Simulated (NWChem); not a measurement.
HgBr, doublet; SMILES [Br][Hg]

All runs: NWChem. Spin-unrestricted. Structure relaxed at the PBE0/def2-SVP, spin-unrestricted level. This spin state was assumed; another may lie lower. No stability test was run on the SCF state. def2 effective core potentials on Hg; no spin-orbit coupling. Vertical excitations in the gas phase; the lowest state need not have the same character in each row. Excited states of an open shell can be spin-contaminated.

For level CAM-B3LYP/def2-SVP, TDA:

```
Item                                                         Result
-----------------------------------------------------------  ------
lowest excitation (eV)                                         1.56
oscillator strength of that bright state                      0.144
lowest empty minus highest occupied level, either spin (eV)    4.61
```

Problem. How do the values read with level UHF/def2-SVP, CIS instead?

Solution. The lowest excitation (eV) is 2.80, the oscillator strength of that bright state comes out as 0.158 and the lowest empty minus highest occupied level, either spin (eV) is 8.09.
